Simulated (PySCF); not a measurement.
PBE0 on Ru- (ruthenium, charge -1), [Kr] 4d7 5s2, high-spin 4F determinant. Calculation: PySCF 2.14, in aug-cc-pVTZ-PP with one added diffuse shell each of s, p, d, f, g type with ECP28MDF (7s7p6d4f3g, 113 functions); a scalar-relativistic core potential.

```
cycle= 1 E= -94.510130114235  delta_E= -0.0201  |g|= 0.0338  |ddm|= 1.01
cycle= 2 E= -94.5114922265884  delta_E= -0.00136  |g|= 0.0204  |ddm|= 0.244
cycle= 3 E= -94.5117319457178  delta_E= -0.00024  |g|= 0.025  |ddm|= 0.132
cycle= 4 E= -94.512042216412  delta_E= -0.00031  |g|= 0.00239  |ddm|= 0.0635
cycle= 5 E= -94.5120972358284  delta_E= -5.5e-05  |g|= 0.000527  |ddm|= 0.0675
cycle= 6 E= -94.5121005829983  delta_E= -3.35e-06  |g|= 8.91e-05  |ddm|= 0.0234
cycle= 7 E= -94.5121006136615  delta_E= -3.07e-08  |g|= 5.6e-06  |ddm|= 0.00247
cycle= 8 E= -94.5121006139026  delta_E= -2.41e-10  |g|= 9.15e-07  |ddm|= 0.000276
converged SCF energy = -94.5121006139026  <S^2> = 3.8061417  2S+1 = 4.027973
```

Highest occupied orbital energy: 0.598 eV; ⟨L²⟩ = 12.03; populations by l: s 4.00, p 6.00, d 7.00, f 0.00.

Problem. Can this result be used?

Solution. With care. Self-consistency was reached. Energies and moments cover only the electrons outside the core potential. At PBE0 the highest occupied level has a positive energy, so only the finite basis holds that electron; in a semilocal or global hybrid functional this comes from self-interaction and does not mean that the real anion is unbound.
